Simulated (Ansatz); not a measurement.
The cluster Li3Br4. Total charge 0; doublet. Geometry r2SCAN-D4/def2-SVP; atoms count from 1.

```xyz
7

Li    1.229    0.629    0.977
Li    0.504   -0.984   -1.706
Li   -1.339    1.034   -0.017
Br   -0.621    1.466    2.200
Br   -1.640   -1.545   -0.533
Br    1.094   -1.975    0.521
Br    0.773    1.375   -1.440
```

In the doublet, Br5 and Br6 lie 2.96 Å apart (atoms count from 1), so these atoms are partly bonded to each other. Another isomer (doublet) lies 0.08 eV lower at PBE0-D4/def2-TZVP; other spin states weren't run for this one.

Problem. Estimate the Mulliken populations from the PBE0/def2-TZVP orbitals of Ansatz.

Solution. 
| atom | charge (e) | spin (α − β) |
| --- | --- | --- |
| Li1 | 0.70 | 0.00 |
| Li2 | 0.73 | -0.01 |
| Li3 | 0.70 | 0.00 |
| Br4 | -0.70 | 0.00 |
| Br5 | -0.35 | 0.51 |
| Br6 | -0.35 | 0.51 |
| Br7 | -0.72 | 0.00 |
Mulliken values depend strongly on the basis.

Problem. Where does the spin sit?

Solution. Summed by element: Li -0.01, Br 1.01, of 1 unpaired in all. Largest on single atoms: Br6 0.51, Br5 0.51, Li2 -0.01.

Problem. And the Mayer bond orders between heavy atoms (over 0.3)?

Solution. Br5–Br6 0.50 (2.96 Å).
